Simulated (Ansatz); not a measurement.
Born–Oppenheimer molecular dynamics of AlCl₂H₄N (8 atoms, charge 0, multiplicity 1). It starts at the highest image of a converged band, a first-order saddle point between two minima.

Computed with Ansatz, RKS PBE0-D4/def2-SVP.

```yaml
ensemble: NVE (velocity Verlet)
time_step: 0.5 fs
steps_asked: 200
starting_velocities_drawn_for: 100 K
seed: 5337
```

First frame:

```xyz
8
Properties=species:S:1:pos:R:3
Al 0.057 -0.418 -0.050
H -0.155 0.069 1.666
Cl 1.922 0.292 -0.707
Cl -1.710 0.042 -1.089
N 0.084 -2.080 0.806
H -0.695 -2.734 0.743
H 0.955 -2.595 0.925
H -0.089 -0.922 1.659
```

(1) How far do the bonds stretch over the last three quarters of this one trajectory? (Pairs bonded in most of those frames.)

Results:

(1) 
```tsv
bond	mean (Å)	spread (Å)	shortest	longest
Al1–Cl3	2.097	0.021	2.06	2.14
Al1–Cl4	2.102	0.009	2.09	2.12
Al1–N5	1.763	0.042	1.70	1.83
H2–H8	0.763	0.010	0.75	0.78
N5–H6	1.015	0.012	1.00	1.03
N5–H7	1.016	0.014	0.99	1.04
```

Mean temperature of the second half: 547 K. The conserved energy stayed within 0.07 meV per atom of its start (net change 0.035 meV per atom), so the integration is sound. The kinetic energy rose, since the run started high on the potential surface and went downhill. It ends in pieces (AlCl2H2N + H2), so much of that is their flight and rotation, not heat. A run of 0.1 ps of so small a system gives no equilibrium averages. The orbitals stay closed-shell, which can raise the energy where a bond breaks towards radicals; this wasn't checked here.

The run took 6.3 min on 2 threads of Arm Neoverse V1, with other jobs on the host, peak memory 0.17 GiB.
